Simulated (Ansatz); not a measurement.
Ideal-gas functions of F2GaH4NSi (`[NH2][Ga]([F])[SiH2]F`) at 400 K and 1 bar, from an Ansatz frequency run at PBE0-D4/def2-TZVP.

Molar mass 153.84 g/mol, point group Cs (symmetry number 1), electronic degeneracy 1, moments of inertia 105.794, 343.013, 442.912 u Å². Harmonic wavenumbers (cm⁻¹, unscaled): 37, 70, 128, 172, 190, 241, 347, 406, 476, 656, 717, 725, 731, 847, 882, 943, 1552, 2228, 2237, 3617, 3728.

Use S(trans) = R[1.5 ln M + 2.5 ln T − 1.1517]; rotational temperatures θ = 24.2544 K / I; S(rot) = R[ln(√π/σ · √(T³/θAθBθC)) + 1.5]; for each mode x = 1.438777 ν̃/T, S = R[x/(eˣ − 1) − ln(1 − e⁻ˣ)] and H = RT x/(eˣ − 1); 1 cm⁻¹ = 0.0119627 kJ/mol; R = 8.31446 J/(mol·K).

Question: By hand: the entropy, in J/(mol·K).

Answer: Translation 177.8. Rotation: θ = 0.2293, 0.0707, 0.0548 K, giving 121.2. Vibration, mode by mode: 25.09, 19.80, 14.84, 12.44, 11.64, 9.76, 6.99, 5.87, 4.79, 2.87, 2.42, 2.36, 2.32, 1.67, 1.51, 1.27, 0.21, 0.02, 0.02, 0.00, 0.00, in all 125.9. Electronic 0.0. Sum 424.9 J/(mol·K).

Question: By hand: H − E and G − E in kJ/mol, counted from the electronic energy.

Answer: Zero-point energy ½ × 20930 × 0.0119627 = 125.2; thermal vibration 24.2; translation, rotation and pV give 4 RT = 13.3. H − E = 162.7 kJ/mol, and G − E = 162.7 − 400 × 424.9/1000 = -7.3 kJ/mol.

Vibration gives 30 % of the entropy, 59.7 J/(mol·K) of it from the modes under 150 cm⁻¹: soft modes count most, and the harmonic formula is weakest for them. The sum counts one conformer and one mirror image; others add a mixing term.
